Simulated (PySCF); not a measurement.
Input and output of a TDDFT job on `CO[C@@H]1PCC[C@@H]1F`.

The calculation used PySCF, TDDFT wB97X-D/def2-SVPD, vertical, gas phase, core orbitals frozen in the response.

Input of the driver that calls PySCF (job settings, then Cartesian coordinates in Å):

```
{"job": {"kind": "uv", "xc": "wB97X-D", "basis": "def2-SVPD", "nstates": 8, "ntriplets": 3}, "charge": 0, "multiplicity": 1}
C      2.5889     0.3770    -0.2254
O      1.4380    -0.2447    -0.7536
C      0.4245    -0.5357     0.1749
P     -0.5861    -1.9110    -0.6388
C     -2.0102    -0.7381    -0.9716
C     -1.4654     0.6759    -0.8278
C     -0.5705     0.6157     0.4015
F      0.0731     1.8111     0.6273
H      3.0028    -0.2132     0.6003
H      2.3797     1.3901     0.1260
H      3.3089     0.4148    -1.0408
H      0.8629    -0.8611     1.1305
H      0.0370    -1.6915    -1.8684
H     -2.4336    -0.9331    -1.9568
H     -2.7892    -0.9240    -0.2266
H     -2.2580     1.4149    -0.7094
H     -0.8498     0.9484    -1.6872
H     -1.1619     0.4109     1.3049
```

Output:

```
coarse grid: 15432 points
cycle   1  E = -712.2710448368  dE =  1.184e+00  |g| = 6.996e-01  |ddm| = 5.834e+00
cycle   2  E = -712.2509174267  dE =  2.013e-02  |g| = 8.321e-01  |ddm| = 1.768e+00
cycle   3  E = -712.3682103296  dE = -1.173e-01  |g| = 5.331e-02  |ddm| = 9.055e-01
cycle   4  E = -712.3688418776  dE = -6.315e-04  |g| = 2.223e-02  |ddm| = 1.293e-01
cycle   5  E = -712.3689660090  dE = -1.241e-04  |g| = 7.232e-03  |ddm| = 5.642e-02
cycle   6  E = -712.3689803909  dE = -1.438e-05  |g| = 1.850e-03  |ddm| = 1.648e-02
cycle   7  E = -712.3689813970  dE = -1.006e-06  |g| = 7.628e-04  |ddm| = 5.936e-03
final grid: 144504 points
cycle   8  E = -712.4693039285  dE = -1.390e-04  |g| = 6.787e-03  |ddm| = 1.819e-01
cycle   9  E = -712.4693048043  dE = -8.758e-07  |g| = 7.631e-03  |ddm| = 2.375e-02
cycle  10  E = -712.4693137688  dE = -8.964e-06  |g| = 4.694e-04  |ddm| = 6.650e-03
cycle  11  E = -712.4693138556  dE = -8.685e-08  |g| = 2.829e-04  |ddm| = 2.799e-03
cycle  12  E = -712.4693138762  dE = -2.054e-08  |g| = 5.279e-05  |ddm| = 6.477e-04
cycle  13  E = -712.4693138772  dE = -1.001e-09  |g| = 2.989e-05  |ddm| = 2.406e-04
cycle  14  E = -712.4693138774  dE = -2.533e-10  |g| = 7.565e-06  |ddm| = 1.142e-04
converged SCF energy = -712.4693138774

Static polarisability (au): isotropic 87.087, principal 75.447 87.725 98.089

Singlet excitations
state   eV       nm        f      main configurations
  1   6.2785    197.5   0.03971   H->L 0.88
  2   6.5905    188.1   0.05850   H->L+1 0.66, H->L+2 0.23
  3   7.2602    170.8   0.01283   H-1->L 0.48, H->L+2 0.18, H->L+1 0.11
  4   7.5911    163.3   0.13256   H->L+5 0.37, H-1->L 0.26, H->L+2 0.15
  5   7.6340    162.4   0.05469   H-1->L+1 0.47, H->L+5 0.15, H-1->L+2 0.11
  6   7.6963    161.1   0.00295   H->L+2 0.28, H->L+3 0.23, H-1->L+1 0.18
  7   8.1114    152.9   0.01771   H->L+3 0.28, H-1->L+2 0.25, H-1->L+3 0.19
  8   8.1754    151.7   0.00376   H->L+4 0.43, H->L+5 0.10, H-2->L 0.09

Triplet excitations (Tamm-Dancoff, eV): 5.3747 5.5820 6.9053
```

The SCF starts on a coarse grid; the energy jumps when the final grid takes over, and dE counts afresh there. The run used 250 basis functions and 14 SCF iterations for the ground state.

On an Arm Neoverse V2 with one thread, shared host, this took 62 s wall and 1.1 GiB of memory at its peak.

**Question.** What frontier levels and dipole did the ground state of this run have?

**Answer.** HOMO -8.79 eV, LUMO 2.04 eV, dipole 0.66 D.

One conformer (not necessarily the lowest) at the GFN2-xTB geometry, without solvent, vibrations or thermal averaging.

The pairwise dispersion term of wB97X-D wasn't added to the energies; at a given geometry it leaves orbitals and properties as they are.
